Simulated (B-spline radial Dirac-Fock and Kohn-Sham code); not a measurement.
Calculated with a B-spline atomic structure program, using Dirac-Fock (average of configuration) total-energy differences with a finite nucleus, the Breit interaction including its frequency dependence, and self-energy and vacuum-polarisation corrections. No correlation.

Question: Identify the element and charge state from the binding energies below (tabulated ground configuration; the least bound level is included).

```csv
level,binding energy (eV)
K,6570.1
L1,1205.8
"L2,3",1102.2
```

Answer: Cr¹⁵⁺: Z = 24 with 9 electrons, [He] 2s2 2p5. The hydrogen-like estimate √(E/Ry) = 22.0 for the K level lies 2.0 below Z; the outermost level, at 1102.2 eV, fixes the charge.
